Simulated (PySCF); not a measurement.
I⁻ (iodine, charge -1) across methods

[Xe], closed-shell 1S. Calculation: PySCF 2.14, in aug-cc-pwCVTZ-PP with ECP28MDF (8s7p6d4f1g, 96 functions); scalar relativity through the core potential. The B2PLYP total includes its PT2 part (frozen core); its orbital energies are those of the SCF part.

```json
{"method": "PBE", "E (hartree)": "-295.7907", "mean ε 4d (eV)": "-42.031", "mean ε 5s (eV)": "-9.943", "mean ε 5p (eV)": "-0.046", "Σ⟨r²⟩ (bohr²)": "77.45", "⟨S²⟩": "0.000"}
{"method": "CAM-B3LYP", "E (hartree)": "-295.8119", "mean ε 4d (eV)": "-46.582", "mean ε 5s (eV)": "-13.515", "mean ε 5p (eV)": "-2.270", "Σ⟨r²⟩ (bohr²)": "76.70", "⟨S²⟩": "0.000"}
{"method": "UHF", "E (hartree)": "-294.74653", "mean ε 4d (eV)": "-54.519", "mean ε 5s (eV)": "-16.533", "mean ε 5p (eV)": "-3.425", "Σ⟨r²⟩ (bohr²)": "76.48", "⟨S²⟩": "0.000"}
{"method": "TPSS", "E (hartree)": "-295.6928", "mean ε 4d (eV)": "-42.072", "mean ε 5s (eV)": "-10.041", "mean ε 5p (eV)": "-0.091", "Σ⟨r²⟩ (bohr²)": "76.71", "⟨S²⟩": "0.000"}
{"method": "LDA", "E (hartree)": "-295.3962", "mean ε 4d (eV)": "-41.963", "mean ε 5s (eV)": "-10.199", "mean ε 5p (eV)": "-0.184", "Σ⟨r²⟩ (bohr²)": "77.32", "⟨S²⟩": "0.000"}
{"method": "r2SCAN", "E (hartree)": "-295.9258", "mean ε 4d (eV)": "-43.008", "mean ε 5s (eV)": "-10.464", "mean ε 5p (eV)": "-0.269", "Σ⟨r²⟩ (bohr²)": "76.23", "⟨S²⟩": "0.000"}
{"method": "B2PLYP", "E (hartree)": "-295.5319", "mean ε 4d (eV)": "-48.749", "mean ε 5s (eV)": "-13.584", "mean ε 5p (eV)": "-1.902", "Σ⟨r²⟩ (bohr²)": "76.76", "⟨S²⟩": "0.000"}
{"method": "PBE0", "E (hartree)": "-295.8167", "mean ε 4d (eV)": "-45.332", "mean ε 5s (eV)": "-11.789", "mean ε 5p (eV)": "-1.058", "Σ⟨r²⟩ (bohr²)": "76.38", "⟨S²⟩": "0.000"}
```

Estimate the same row for HSE06.

E (hartree) = -295.8155; mean ε 4d (eV) = -44.957; mean ε 5s (eV) = -11.359; mean ε 5p (eV) = -0.665; Σ⟨r²⟩ (bohr²) = 76.61; ⟨S²⟩ = 0.000.

Energies and moments cover only the electrons outside the core potential. The outer electron is barely bound at this level, so radii and moments hang on the diffuse functions.
